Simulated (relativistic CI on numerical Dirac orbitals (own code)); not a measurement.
# Electric-dipole transitions in Te⁴⁵⁺

Method of calculation: Dirac-Coulomb-Breit CI, orbitals from a KLI potential per configuration, model QED, unscaled Slater integrals (own radial code, finite nucleus).

Configuration list (outside the closed core 1s2): 2s2.2p3, 2s.2p4, 2p5, 2p4.3s, 2p4.3p, 2p4.3d, 2s2.2p2.3s, 2s2.2p2.3p, 2s2.2p2.3d, 2s.2p3.3s, 2s.2p3.3p, 2s.2p3.3d, 2s2.2p2.4s, 2s2.2p2.4p, 2s2.2p2.4d, 2s2.2p2.4f. Levels of other configurations are missing.

```tsv
λ vac (Å)	Lower	Upper	A (s⁻¹)	E lower (eV)	E upper (eV)
2.6116	2s2.2p3 2P°_3/2 [1]	2s2.2p2.3d 4P_1/2 [49]	4.51e+14	0.00	4747.43
2.6168	2s2.2p3 2D°_5/2 [3]	2s2.2p2.3d 4D_5/2 [101]	1.81e+14	290.08	5028.12
2.6170	2s2.2p3 2D°_5/2 [3]	2s2.2p2.3d 2F_7/2 [100]	4.10e+14	290.08	5027.68
2.6175	2s2.2p3 2P°_3/2 [1]	2s2.2p2.3d 2D_3/2 [44]	2.55e+14	0.00	4736.69
2.6200	2s2.2p3 2P°_3/2 [1]	2s2.2p2.3d 2F_5/2 [42]	3.94e+14	0.00	4732.15
2.6266	2s.2p4 4P_5/2 [5]	2s.2p3.3d 4D°_7/2 [151]	2.95e+14	477.50	5197.89
2.6266	2s.2p4 2P_3/2 [7]	2s.2p3.3d 2D°_5/2 [174]	3.63e+14	545.02	5265.28
2.6271	2s.2p4 4P_5/2 [5]	2s.2p3.3d 4P°_5/2 [150]	2.16e+14	477.50	5196.97
2.7575	2s2.2p3 2P°_3/2 [8]	2s2.2p2.3d 2D_5/2 [119]	2.45e+14	590.96	5087.20
2.7602	2s2.2p3 4S°_3/2 [2]	2s2.2p2.3d 2D_5/2 [53]	3.33e+14	270.39	4762.27
2.7665	2s.2p4 2D_5/2 [10]	2s.2p3.3d 2F°_7/2 [181]	3.50e+14	799.62	5281.31
2.7684	2s2.2p3 2D°_5/2 [3]	2s2.2p2.3d 2F_7/2 [54]	5.06e+14	290.08	4768.70
2.7707	2s2.2p3 2P°_3/2 [8]	2s2.2p2.3d 2D_5/2 [115]	3.46e+14	590.96	5065.82
2.7723	2s2.2p3 2D°_5/2 [3]	2s2.2p2.3d 2D_5/2 [53]	1.60e+14	290.08	4762.27
2.7757	2s2.2p3 2P°_3/2 [1]	2s2.2p2.3d 2D_5/2 [20]	3.06e+14	0.00	4466.84
2.7818	2s.2p4 4P_5/2 [5]	2s.2p3.3d 4D°_7/2 [79]	4.43e+14	477.50	4934.47
2.7838	2s.2p4 2P_3/2 [12]	2s.2p3.3d 2D°_5/2 [190]	5.15e+14	845.96	5299.71
2.7855	2s2.2p3 2P°_1/2 [4]	2s2.2p2.3d 2D_3/2 [55]	3.02e+14	319.43	4770.53
2.7874	2s.2p4 4P_5/2 [5]	2s.2p3.3d 4D°_5/2 [77]	2.13e+14	477.50	4925.47
2.7908	2s.2p4 2P_3/2 [7]	2s.2p3.3d 2D°_5/2 [92]	3.89e+14	545.02	4987.68
```

Terms are leading LS components. Brackets give the number of a level in order of energy, since labels repeat. The list gives strong lines, with weight on those to low levels, without lines whose two gauges differ by over a factor of 2.5, among the lowest 200 of 359 levels, so that lines to higher ones, which can be the strongest, are missing. Levels whose partners in the same complex of configurations lie outside the list can be far off, and so can their lines. Rates are taken at the computed energies, electric ones in the length gauge.

At this charge energies of transitions that change n are usually good to better than 1 %, and those within a shell (Δn = 0) to a few per cent.

LS names give the leading component of a level, which can be under half, so a name can repeat, a term be missing and a line seem to break the LS rules.
